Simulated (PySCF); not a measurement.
C₃H₇ClMg, SMILES [Mg]([CH](C)C)[Cl], singlet, PBE0/def2-SVP optimised geometry.

```
12

Mg     0.80    -0.04     0.00
Cl     3.02    -0.04     0.00
C     -1.32    -0.04    -0.02
C     -1.90     1.35     0.18
C     -1.91    -1.04     0.98
H     -1.58    -0.38    -1.04
H     -3.01     1.34     0.12
H     -1.65     1.78     1.17
H     -1.55     2.08    -0.58
H     -1.56    -2.08     0.80
H     -3.02    -1.06     0.92
H     -1.66    -0.79     2.02
```

Density from PBE0/def2-TZVP (PySCF) at that geometry.

Minimum of the electron density along straight lines between bonded atoms, close to the bond critical point (lines longer than 1.1 times the sum of covalent radii, or with two minima, are not listed):

| bond | length / Å | ρ at the minimum / e bohr⁻³ | ∇²ρ there / e bohr⁻⁵ | position (fraction from the first atom) |
|---|---|---|---|---|
| Mg1–Cl2 | 2.216 | … | 0.28 | 0.39 |
| Mg1–C3 | 2.114 | … | 0.23 | 0.41 |
| C3–C4 | 1.529 | 0.241 | -0.58 | 0.49 |
| C3–C5 | 1.529 | 0.241 | -0.58 | 0.49 |
| C3–H6 | 1.107 | 0.265 | -0.85 | 0.63 |
| C4–H7 | 1.108 | 0.267 | -0.88 | 0.64 |
| C4–H8 | 1.104 | 0.269 | -0.89 | 0.64 |
| C4–H9 | 1.103 | 0.270 | -0.90 | 0.64 |
| C5–H10 | 1.103 | 0.270 | -0.90 | 0.64 |
| C5–H11 | 1.108 | 0.267 | -0.88 | 0.64 |
| C5–H12 | 1.104 | 0.269 | -0.89 | 0.64 |

Task: Complete the blanks.

Result: 
- Mg1–Cl2, ρ at the minimum / e bohr⁻³: 0.051
- Mg1–C3, ρ at the minimum / e bohr⁻³: 0.057
